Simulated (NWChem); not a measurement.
heptazine (C6H3N7); SMILES C1=NC2=NC=NC3=NC=NC(=N1)N23

Not confirmed as a minimum by frequencies.

Give the equilibrium geometry at B3LYP/6-31G* (spherical d) (NWChem) as a Z-matrix, with the point group.

point group D3h; any orientation.
```
N
C 1 1.4087
N 2 1.3360 1 119.20
C 3 1.3328 2 116.47 1 0.00
N 4 1.3328 3 128.67 2 0.00
C 5 1.3360 4 116.47 3 0.00
N 6 1.3360 5 121.60 4 180.00
C 7 1.3328 6 116.47 5 180.00
N 8 1.3328 7 128.67 6 0.00
C 9 1.3360 8 116.47 7 0.00
N 10 1.3360 9 121.60 8 180.00
C 11 1.3328 10 116.47 9 180.00
N 12 1.3328 11 128.67 10 0.00
H 4 1.0884 5 115.67 6 180.00
H 8 1.0884 9 115.67 10 180.00
H 12 1.0884 13 115.67 2 180.00
```
